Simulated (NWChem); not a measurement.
System: SiH₄O₂; SMILES O[SiH2]O

Input file for NWChem:

```
start job
memory heap 200 mb stack 900 mb global 1100 mb
geometry units angstroms noautosym nocenter noautoz
  Si     0.000000     0.000000    -0.425510
  O     -1.385296     0.051134     0.489315
  O      1.385296    -0.051134     0.489315
  H     -0.065134     1.236725    -1.249975
  H      0.065134    -1.236725    -1.249975
  H     -1.586576    -0.732799     1.009028
  H      1.586576     0.732799     1.009028
end
basis spherical
  * library pcsseg-1
end
dft
  xc kt2
  iterations 150
end
property
  shielding 4 1 2 4 6
end
task dft property
```

Coordinates come from a PBE0/def2-SVP optimisation.

GIAO values for the isolated, static molecule; σ is the absolute isotropic shielding, δ = σ(reference) − σ with the isolated reference molecule computed at the same levels (1H: tetramethylsilane, 17O: water, 29Si: tetramethylsilane).

Atoms are numbered as in the input.

Give the results of this calculation. (KT2/pcSseg-1, GIAO.) Quantities: δ Si1 (ppm); δ O2 (ppm); δ H4 (ppm); δ H6 (ppm).


```json
{
 "δ Si1 (ppm)": "-22.2",
 "δ O2 (ppm)": "72.4",
 "δ H4 (ppm)": "4.91",
 "δ H6 (ppm)": "1.78"
}
```
